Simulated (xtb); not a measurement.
O3, singlet, geometry from GFN2-xTB; GFN2-xTB (xtb).

Here is a job for xtb.
```
$ xtb mol.xyz --gfn 2 --ohess --json

# file mol.xyz
3

O     -0.06945708     1.07326302    -0.18881454
O      0.00362457    -0.00592030     0.40975419
O      0.06583251    -1.06734272    -0.22093965
```

Task: Write the output that xtb gives for this input, abridged.

Result: 
```
   ID    Z sym.   atoms
    1    8 O      1-3

           -------------------------------------------------
          |                Calculation Setup                |
           -------------------------------------------------

           -------------------------------------------------
          |                 G F N 2 - x T B                 |
           -------------------------------------------------

          ...................................................
          :                      SETUP                      :
          :.................................................:
          :  # basis functions                  12          :
          :  # atomic orbitals                  12          :
          :  # shells                            6          :
          :  # electrons                        18          :
          :  max. iterations                   250          :
          :  Hamiltonian                  GFN2-xTB          :
          :  restarted?                      false          :
          :  GBSA solvation                  false          :
          :  PC potential                    false          :
          :  electronic temp.          300.0000000     K    :
          :  accuracy                    1.0000000          :
          :  -> integral cutoff          0.2500000E+02      :
          :  -> integral neglect         0.1000000E-07      :
          :  -> SCF convergence          0.1000000E-05 Eh   :
          :  -> wf. convergence          0.1000000E-03 e    :
          :  Broyden damping             0.4000000          :
          :  net charge                          0          :
          :  unpaired electrons                  0          :
          ...................................................

 iter      E             dE          RMSdq      gap      omega  full diag
   1    -11.8980596 -0.118981E+02  0.730E+00    2.42       0.0  T
   2    -11.9399457 -0.418861E-01  0.380E+00    2.14       1.0  T
   3    -11.9403972 -0.451537E-03  0.211E+00    2.14       1.0  T
   4    -11.9405024 -0.105180E-03  0.147E-01    2.17       1.0  T
   5    -11.9405065 -0.411108E-05  0.304E-02    2.16       1.9  T
   6    -11.9405070 -0.498043E-06  0.129E-02    2.16       4.5  T
   7    -11.9405070 -0.362360E-07  0.538E-04    2.16     107.2  T
   8    -11.9405070 -0.333582E-10  0.244E-04    2.16     236.7  T

   *** convergence criteria satisfied after 8 iterations ***

         :::::::::::::::::::::::::::::::::::::::::::::::::::::
         ::                     SUMMARY                     ::
         :::::::::::::::::::::::::::::::::::::::::::::::::::::
         :: total energy             -11.927956481319 Eh    ::
         :: gradient norm              0.000007085632 Eh/a0 ::
         :: HOMO-LUMO gap              2.164681292418 eV    ::
         ::.................................................::
         :: SCC energy               -11.940507030183 Eh    ::
         :: -> isotropic ES            0.012004173111 Eh    ::
         :: -> anisotropic ES          0.016650254777 Eh    ::
         :: -> anisotropic XC         -0.018339107279 Eh    ::
         :: -> dispersion             -0.000576866131 Eh    ::
         :: repulsion energy           0.012550548864 Eh    ::
         :: add. restraining           0.000000000000 Eh    ::
         :: total charge              -0.000000000000 e     ::
         :::::::::::::::::::::::::::::::::::::::::::::::::::::

      -----------------------------------------------------------
     |                   =====================                   |
     |                        A N C O P T                        |
     |                   =====================                   |
     |               Approximate Normal Coordinate               |
     |                Rational Function Optimizer                |
      -----------------------------------------------------------
      -----------------------------------------------------------
[...]
 * total energy  :   -11.9279565 Eh     change       -0.4060752E-11 Eh
   *** GEOMETRY OPTIMIZATION CONVERGED AFTER 1 ITERATIONS ***
         :: total energy             -11.927956481323 Eh    ::
[...]
           -------------------------------------------------
 projected vibrational frequencies (cm⁻¹)
eigval :       -0.00    -0.00    -0.00     0.00     0.00     0.00
eigval :      703.28  1301.84  1328.67
 reduced masses (amu)
   1: 16.00   2: 16.00   3: 16.00   4: 16.00   5: 16.00   6: 16.00   7: 16.00   8: 16.00
   9: 16.00
 IR intensities (km·mol⁻¹)
   1:  0.87   2:  0.83   3:  0.87   4: 10.82   5:  0.35   6:  0.81   7: 32.45   8:  0.86
   9:352.63
 Raman intensities (Ä⁴*amu⁻¹)
   1:  0.00   2:  0.00   3:  0.00   4:  0.00   5:  0.00   6:  0.00   7:  0.00   8:  0.00
   9:  0.00
 output can be read by thermo (or use thermo option).
 writing <g98.out> molden fake output.
 recommended (thermochemical) frequency scaling factor: 1.0
           -------------------------------------------------
          |             Thermodynamic Functions             |
           -------------------------------------------------

c2v symmetry found (for desy threshold:  0.10E+00) used in thermo

          ...................................................
          :                      SETUP                      :
          :.................................................:
          :  # frequencies                           3      :
          :  # imaginary freq.                       0      :
          :  linear?                             false      :
          :  only rotor calc.                    false      :
          :  symmetry                              c2v      :
          :  rotational number                       2      :
          :  scaling factor                  1.0000000      :
          :  rotor cutoff                   50.0000000 cm⁻¹ :
          :  imag. cutoff                  -20.0000000 cm⁻¹ :
          :.................................................:

    mode    ω/cm⁻¹     T·S(HO)/kcal·mol⁻¹    T·S(FR)/kcal·mol⁻¹   T·S(vib)
   ------------------------------------------------------------------------
   ------------------------------------------------------------------------

   temp. (K)  partition function   enthalpy   heat capacity  entropy
                                   cal/mol     cal/K/mol   cal/K/mol   J/K/mol
 298.15  VIB   1.04                   83.090      1.105      0.354
         ROT  0.297E+04              888.752      2.981     18.874
         INT  0.309E+04              971.842      4.086     19.227
         TR   0.322E+27             1481.254      4.968     37.513
         TOT                        2453.0961     9.0538    56.7405   237.4021

       T/K    H(0)-H(T)+PV         H(T)/Eh          T*S/Eh         G(T)/Eh
   ------------------------------------------------------------------------
    298.15    0.390926E-02    0.115042E-01    0.269592E-01   -0.154550E-01
   ------------------------------------------------------------------------

         :::::::::::::::::::::::::::::::::::::::::::::::::::::
         ::                  THERMODYNAMIC                  ::
         :::::::::::::::::::::::::::::::::::::::::::::::::::::
         :: total free energy         -11.943411510622 Eh   ::
         ::.................................................::
         :: total energy              -11.927956481323 Eh   ::
         :: zero point energy           0.007594935753 Eh   ::
         :: G(RRHO) w/o ZPVE           -0.023049965052 Eh   ::
         :: G(RRHO) contrib.           -0.015455029299 Eh   ::
         :::::::::::::::::::::::::::::::::::::::::::::::::::::

optimized geometry written to: xtbopt.xyz

           -------------------------------------------------
          | TOTAL ENERGY              -11.927956481323 Eh   |
          | TOTAL ENTHALPY            -11.916452288142 Eh   |
          | TOTAL FREE ENERGY         -11.943411510622 Eh   |
          | GRADIENT NORM               0.000006597125 Eh/α |
          | HOMO-LUMO GAP               2.164674618488 eV   |
           -------------------------------------------------

normal termination of xtb
```
